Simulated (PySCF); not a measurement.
```xyz
4
charge 0 multiplicity 2, angstrom
As   -0.3060    0.0000    0.1220
N     1.0488    0.0000    1.1589
O     0.4278    0.0000   -1.4952
H     1.3917    0.0000   -1.4310
```

Computed with UPBE0 in PySCF with As def2-TZVP, N def2-TZVP, O def2-TZVP, H def2-TZVP; no relativity; density-fitted integrals.

This geometry of AsN(OH) is a stationary point at this level.

Q: What is the point group?

A: Cs.

Q: Is it a minimum?

A: Yes: all harmonic wavenumbers are real.

Q: What are the dipole moment and the gap between the highest occupied and lowest empty levels of either spin?

A: 1.24 D and 4.28 eV.

Q: Give the ideal-gas entropy at 298.15 K and 1 bar by parts.

A: translation 167.0, rotation 97.6, vibration 13.5, spin 5.8; total 283.9 J/(mol K).

Other isomers or separated fragments may lie lower.
